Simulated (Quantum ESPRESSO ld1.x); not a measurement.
Ag VII, configuration [Kr] 4d5 (the NIST ground configuration). All-electron calculation, Dirac Kohn-Sham, RPBE, spin-unpolarised, spherical densities, point nucleus; open shells fill j = l - 1/2 first. Program: ld1.x of Quantum ESPRESSO 7.5.

Unscreened Slater integrals over Kohn-Sham orbitals (hartree). Large and small components are both included.

\begin{tabular}{lr}
integral & value \\ \hline
F0(4d5/2,4d5/2) & 0.80193 \\
F2(4d5/2,4d5/2) & 0.41134 \\
F4(4d5/2,4d5/2) & 0.27403 \\
F0(4d5/2,4d3/2) & 0.80510 \\
F2(4d5/2,4d3/2) & 0.41284 \\
G2(4d5/2,4d3/2) & 0.41258 \\
G4(4d5/2,4d3/2) & 0.27486 \\
F0(4d5/2,4p3/2) & 0.85987 \\
F2(4d5/2,4p3/2) & 0.43999 \\
G1(4d5/2,4p3/2) & 0.55842 \\
G3(4d5/2,4p3/2) & 0.34673 \\
F0(4d5/2,4p1/2) & 0.86904 \\
G3(4d5/2,4p1/2) & 0.34543 \\
F0(4d5/2,4s1/2) & 0.88725 \\
G2(4d5/2,4s1/2) & 0.42158 \\
F0(4d3/2,4d3/2) & 0.80831 \\
F2(4d3/2,4d3/2) & 0.41441 \\
F0(4d3/2,4p3/2) & 0.86386 \\
F2(4d3/2,4p3/2) & 0.44271 \\
G1(4d3/2,4p3/2) & 0.56238 \\
G3(4d3/2,4p3/2) & 0.34932 \\
F0(4d3/2,4p1/2) & 0.87319 \\
G1(4d3/2,4p1/2) & 0.56237 \\
F0(4d3/2,4s1/2) & 0.89173 \\
G2(4d3/2,4s1/2) & 0.42610 \\
F0(4p3/2,4p3/2) & 0.93363 \\
F2(4p3/2,4p3/2) & 0.49329 \\
F0(4p3/2,4p1/2) & 0.94571 \\
G2(4p3/2,4p1/2) & 0.49809 \\
F0(4p3/2,4s1/2) & 0.96956 \\
G1(4p3/2,4s1/2) & 0.65969 \\
F0(4p1/2,4p1/2) & 0.95844 \\
F0(4p1/2,4s1/2) & 0.98346 \\
G1(4p1/2,4s1/2) & 0.67336 \\
F0(4s1/2,4s1/2) & 1.0109 \\
\end{tabular}
